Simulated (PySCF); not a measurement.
A geometry optimisation, step by step.

BBrH5P.
Bonds: P1–B2, B2–Br3. Hydrogens: H4, H5, H6 on P1; H7, H8 on B2.

Computed by this run: PBE0-D3(BJ)/def2-SVP geometry optimisation, gas phase in PySCF 2.14.0; density fitting, grid level 1; the optimiser is geomeTRIC in internal coordinates, started from a GFN2-xTB structure with every atom displaced at random (about 0.01 Å). The frame can shift and turn from step to step; on so coarse a grid that alone can change the energy by a few meV, and forces under 0.02 eV/Å are noise.

Step 0: E = -80068.8479 eV, largest atomic force 1.395 eV/Å
```
atom  x, y, z in Å  |  force x, y, z in eV/Å
P1      0.864    0.059    0.003   -0.597   0.700  -0.188
B2     -0.997   -0.476   -0.102    0.209   0.403   0.203
Br3    -1.709    1.342    0.366   -0.406   0.399   0.134
H4      1.233    0.642    1.206    0.019   0.111   0.683
H5      1.985   -0.691   -0.230    0.939  -0.994  -0.277
H6      1.152    1.153   -0.824   -0.025   0.148  -0.319
H7     -1.217   -1.275    0.741   -0.082  -0.522   0.502
H8     -1.256   -0.774   -1.214   -0.056  -0.245  -0.739
```

Step 1: E = -80068.9798 eV, largest atomic force 0.318 eV/Å
```
atom  x, y, z in Å  |  force x, y, z in eV/Å
P1      0.376    0.143    0.494    0.268  -0.074   0.039
B2     -1.480   -0.441    0.424   -0.135   0.062  -0.029
Br3    -2.373    1.327    0.896    0.033  -0.103  -0.029
H4      0.760    0.690    1.742    0.008  -0.043  -0.047
H5      1.472   -0.746    0.228   -0.275   0.150   0.052
H6      0.675    1.215   -0.376    0.006  -0.017  -0.014
H7     -1.639   -1.285    1.283    0.058   0.024  -0.038
H8     -1.704   -0.780   -0.722    0.038   0.001   0.067
```

Step 2: E = -80068.9858 eV, largest atomic force 0.084 eV/Å
```
atom  x, y, z in Å  |  force x, y, z in eV/Å
P1      0.375    0.149    0.497    0.041  -0.001   0.006
B2     -1.481   -0.436    0.424   -0.038   0.075   0.001
Br3    -2.386    1.318    0.892   -0.019  -0.032  -0.009
H4      0.769    0.688    1.742    0.011  -0.005  -0.002
H5      1.445   -0.749    0.231   -0.051   0.001   0.003
H6      0.683    1.214   -0.378    0.011  -0.003  -0.002
H7     -1.625   -1.281    1.281    0.025  -0.015  -0.001
H8     -1.695   -0.780   -0.720    0.020  -0.019   0.005
```

Step 3: E = -80068.9881 eV, largest atomic force 0.082 eV/Å
```
atom  x, y, z in Å  |  force x, y, z in eV/Å
P1      0.375    0.156    0.500   -0.076   0.031  -0.003
B2     -1.482   -0.428    0.424    0.009   0.071   0.022
Br3    -2.416    1.308    0.886   -0.010  -0.023  -0.009
H4      0.781    0.687    1.744    0.011   0.012   0.011
H5      1.423   -0.759    0.231    0.044  -0.053  -0.016
H6      0.697    1.215   -0.379    0.015   0.006   0.005
H7     -1.609   -1.277    1.280    0.002  -0.022   0.010
H8     -1.683   -0.780   -0.718    0.005  -0.021  -0.019
```

Step 4: E = -80068.9889 eV, largest atomic force 0.069 eV/Å
```
atom  x, y, z in Å  |  force x, y, z in eV/Å
P1      0.374    0.163    0.502   -0.067   0.014  -0.005
B2     -1.483   -0.422    0.425    0.024   0.034   0.017
Br3    -2.443    1.297    0.878   -0.009  -0.003  -0.005
H4      0.789    0.690    1.745    0.006   0.010   0.007
H5      1.408   -0.767    0.232    0.041  -0.032  -0.010
H6      0.709    1.218   -0.377    0.009   0.005   0.005
H7     -1.599   -1.273    1.281   -0.005  -0.012   0.005
H8     -1.671   -0.783   -0.717    0.001  -0.016  -0.015
```

Step 5: E = -80068.9890 eV, largest atomic force 0.021 eV/Å
```
atom  x, y, z in Å  |  force x, y, z in eV/Å
P1      0.373    0.168    0.504   -0.021  -0.002  -0.002
B2     -1.482   -0.420    0.424    0.013   0.006   0.005
Br3    -2.460    1.290    0.868   -0.002   0.000  -0.005
H4      0.791    0.694    1.747    0.000   0.004   0.002
H5      1.404   -0.769    0.235    0.011  -0.002   0.001
H6      0.716    1.221   -0.374    0.001   0.002   0.002
H7     -1.594   -1.272    1.281   -0.004  -0.001   0.000
H8     -1.662   -0.788   -0.718    0.001  -0.008  -0.003
```

**Question.** Summarise the path.

**Answer.** The energy falls by 3.25 kcal/mol from step 0 to step 5; nine tenths of that is first reached at step 1. It falls at every step. The largest force goes from 1.395 to 0.021 eV/Å. Among the bonds P1–H5 changes most, from 1.369 to 1.419 Å; the atoms move by 0.124 Å rms after alignment.

What follows is the cost of the whole optimisation. Time: 18 s wall; peak memory 0.38 GiB. Hardware: one thread of an Arm Neoverse V1, no GPU (shared host).
